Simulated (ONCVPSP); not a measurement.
**Mo: variants of one ONCV potential**

Base potential:

```
Element                 : Mo (Z = 42)
Generator               : ONCVPSP 4.0.1
Type                    : optimised norm-conserving Vanderbilt (ONCV)
Functional              : PBEsol
Relativity              : fully relativistic
Frozen core             : [Ar] 3d10
Valence charge          : 14
Reference configuration : 4s2 4p6 4d5 5s1
Partial waves           : 4s+5s: rc 1.80 bohr, ncon 5, nbas 9, qcut 6 1/bohr, 2 projectors; 4p: rc 1.30 bohr, ncon 3, nbas 6, qcut 6.4 1/bohr, 2 projectors, debl 2.1 Ha; 4d: rc 1.80 bohr, ncon 4, nbas 8, qcut 5.6 1/bohr, 2 projectors, debl 0.4 Ha
Local potential         : polynomial inside 0.90 bohr (lpopt 5, dvloc0 3 Ha)
Core correction         : Teter function, fcfact 3.75, rcfact 1.7
```

Open shells are filled in proportion to 2j + 1.

Cutoffs, loose and tight: the cutoffs (Ha) at which the residual kinetic energy of the hardest occupied pseudo-wave falls to 1 and 0.1 mHa per electron. They do not see the model core or the augmentation charge, which bear on the density cutoff. Test errors are all-electron minus pseudo excitation energies from the reference, over the configurations 4s2 4p6 4d5 5s0; 4s2 4p6 4d4 5s0; 4s2 4p6 4d3 5s0; 4s2 4p6 4d4 5s1. A dash means not determined; rows that change the core or the reference have their own tests.

A true bound ghost makes a file unfit for plane-wave use even where its test errors are small: the radial tests pick states by their node count and pass the ghost by.

| change | outcome | cutoff, loose | cutoff, tight | bound ghosts | GHOST(+) flags above zero | largest test error (meV) |
| --- | --- | --- | --- | --- | --- | --- |
| base | generated | 24 Ha | 70 Ha | none | s, d5/2, d3/2 | +7.7 |
| s: qcut 3.7; p: qcut 4; d: qcut 3.5 | generated | 69 Ha | 80 Ha | none | s, d5/2, d3/2 | +21 |
| s: qcut 4.3; p: qcut 4.6; d: qcut 4 | generated | 67 Ha | 90 Ha | none | s, d5/2, d3/2 | +18 |
| s: qcut 4.9; p: qcut 5.3; d: qcut 4.6 | generated | 61 Ha | 91 Ha | none | s, d5/2, d3/2 | +14 |
| s: qcut 5.4; p: qcut 5.7; d: qcut 5 | generated | 46 Ha | 87 Ha | none | s, d5/2, d3/2 | +11 |
| s: qcut 6.6; p: qcut 7.1; d: qcut 6.2 | generated | 23 Ha | 63 Ha | d3/2 | s, d5/2, d3/2 | +7.2 |
| s: qcut 7.7; p: qcut 8.2; d: qcut 7.2 | generated | 27 Ha | 33 Ha | none | s | +3.2 |
| s: qcut 8.9; p: qcut 9.5; d: qcut 8.3 | generated | 32 Ha | 38 Ha | none | s | +2.0 |

**Question.** What comes out with this change to the base: s: qcut 7.1; p: qcut 7.6; d: qcut 6.6?

**Answer.** outcome: generated; cutoff, loose: 25 Ha; cutoff, tight: 43 Ha; bound ghosts: none; GHOST(+) flags above zero: s; largest test error (meV): +4.6.

**Question.** What comes out with this change to the base: s: qcut 8.2; p: qcut 8.8; d: qcut 7.7?

**Answer.** outcome: generated; cutoff, loose: 29 Ha; cutoff, tight: 35 Ha; bound ghosts: none; GHOST(+) flags above zero: s; largest test error (meV): +2.5.

**Question.** What comes out with this change to the base: s: qcut 5.9; p: qcut 6.3?

**Answer.** outcome: generated; cutoff, loose: 29 Ha; cutoff, tight: 71 Ha; bound ghosts: none; GHOST(+) flags above zero: s, d5/2, d3/2; largest test error (meV): +7.5.
